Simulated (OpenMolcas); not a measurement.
# OpenMolcas input wanted

HfHCl3O+: 6 atoms, total charge +1, spin state doublet. As SMILES of the parent species, `Cl[Hf](Cl)(Cl)O`. The coordinates come from a PBE0-D4/def2-TZVP relaxation. That shape belongs to the parent species and isn't relaxed for this state.

```xyz
6

Cl    0.8768   -0.1011   -2.3366
Hf   -0.0228   -0.3505   -0.1943
Cl   -2.2624   -0.9993   -0.3497
Cl    1.1860   -1.9651    0.9857
O     0.0841    1.2920    0.7171
H     0.1384    2.1240    1.1777
```

Settings wanted:

```
method                    : DFT
reference                 : UKS
basis set                 : def2-SVP
task                      : energy
functional                : TPSS
nucleus                   : point
integration grid          : UltraFine
SCF convergence threshold : 1e-10
```

Q: Write the OpenMolcas 26.06 input and the command.

A: This one ran through:

input.xyz:
```
6

Cl     0.876760    -0.101050    -2.336560
Hf    -0.022850    -0.350510    -0.194310
Cl    -2.262380    -0.999350    -0.349730
Cl     1.185990    -1.965090     0.985740
O      0.084060     1.291990     0.717110
H      0.138420     2.124020     1.177740
```

test.input:
```
* Cl3HHfO Kohn-Sham DFT

&GATEWAY
 BasLib
 $CurrDir
 Coord
 input.xyz
 Basis
 def2-SVP
 Group
 NoSym

&SEWARD
 GridInput
 Grid=UltraFine
 End of Grid

&SCF
 UHF
 Charge
 1
 Spin
 2
 KSDFT
 2
 1.0 MGGA_X_TPSS
 1.0 MGGA_C_TPSS
 Thresholds
 1e-10 1e-07 1e-07 1e-05
 PrOrbitals
 1 1
```

```bash
$ export MOLCAS_MEM=1860
$ pymolcas test.input > test.log
```

(Basis files named in the input come from the Basis Set Exchange and aren't shown.)

Calculated total energy: -1503.95288 Eh.
